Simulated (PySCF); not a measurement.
A survey of 19F NMR shifts

Theoretical values (PySCF 2.14): structure optimised with GFN2-xTB, PBE0/pcSseg-1 with gauge-including orbitals. No solvent, rapidly exchanging positions averaged, one conformer, no relativistic terms.

Shieldings were converted by a linear fit to measured shifts: 19F: δ = 146.13 − 0.903σ +14.6 on sp3 carbon (rms 6.0 ppm, 223 shifts, 7.0 ppm with the 5 outliers that the fit left out vs CFCl3, solution or neat liquid). Occasional misses reach two or three times the rms, and more in compound classes unlike the fitted ones.

Question: Give the 19F shifts of `C=CC(=C)C(=C)F`, `C[C@](F)(CF)C(F)F`, `FC1=CCC=CC1`.

Answer: 
```
                                            compound                    environment  δ (ppm)
                                      C=CC(=C)C(=C)F               vinylic fluorine    -98.9
[CH3:1][C@:2]([F:3])([CH2:4][F:5])[CH:6]([F:7])[F:8]    F7: fluorine of a CF2 group   -131.5
[CH3:1][C@:2]([F:3])([CH2:4][F:5])[CH:6]([F:7])[F:8]    F8: fluorine of a CF2 group   -141.7
[CH3:1][C@:2]([F:3])([CH2:4][F:5])[CH:6]([F:7])[F:8]  F3: fluorine on an sp3 carbon   -175.6
[CH3:1][C@:2]([F:3])([CH2:4][F:5])[CH:6]([F:7])[F:8]  F5: fluorine on an sp3 carbon   -235.5
                                         FC1=CCC=CC1               vinylic fluorine   -102.6
```

Question: Order these by 19F shift, lowest first.
A. C[C@@H]1C[C@H](F)[SiH2]O1
B. C=CC(=C)C(=C)F
C. C=C(C)O[SiH2]CF
D. Cc1nsnc1SC(F)(F)F
E. C=C/C=C/C(=C)F

Answer: C (-279.5 ppm, fluorine on an sp3 carbon), A (-228.7 ppm, fluorine on an sp3 carbon), E (-113.3 ppm, vinylic fluorine), B (-98.9 ppm, vinylic fluorine), D (-39.1 ppm, fluorine of an SCF3 group).
